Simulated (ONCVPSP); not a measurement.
Reading a pseudo-wave (B (Z = 5))

Columns: radius, all-electron u(r) and pseudo u(r) of the 2p shell (level -3.83 eV) of boron in the configuration [He] 2s1.75 2p1.25; LDA (Perdew-Wang 92), scalar-relativistic, ONCV scheme, ONCVPSP 4.0.1.

```csv
r (bohr),all-electron,pseudo
0.138,0.0483,0.0194
0.275,0.1432,0.0741
0.413,0.2471,0.1572
0.550,0.3425,0.2560
0.688,0.4246,0.3596
0.825,0.4907,0.4552
0.963,0.5424,0.5356
1.100,0.5800,0.5949
1.238,0.6055,0.6331
1.375,0.6203,0.6518
1.513,0.6264,0.6552
1.650,0.6252,0.6479
1.788,0.6181,0.6337
1.925,0.6066,0.6159
2.062,0.5915,0.5963
2.200,0.5737,0.5757
2.338,0.5539,0.5545
2.475,0.5329,0.5330
2.613,0.5108,0.5108
2.750,0.4884,0.4884
2.888,0.4657,0.4657
3.025,0.4432,0.4432
3.162,0.4210,0.4210
3.300,0.3990,0.3990
3.438,0.3776,0.3776
3.575,0.3569,0.3569
```

(1) How many radial nodes do the two functions have?

(2) At about which radius was the pseudo-wave matched?

(3) Is the pseudo-wave norm-conserving?

## Answers

(1) The all-electron 2p function has n − l − 1 = 0; the pseudo-wave has 0.

(2) 2.75 bohr. The columns agree to 0.0005 from 2.48 bohr on; several derivatives are matched, so the curves merge somewhat inside the radius.

(3) Yes: the ONCV scheme keeps the norm inside the radius equal to the all-electron one, which fixes the energy derivative of the logarithmic derivative at the level.
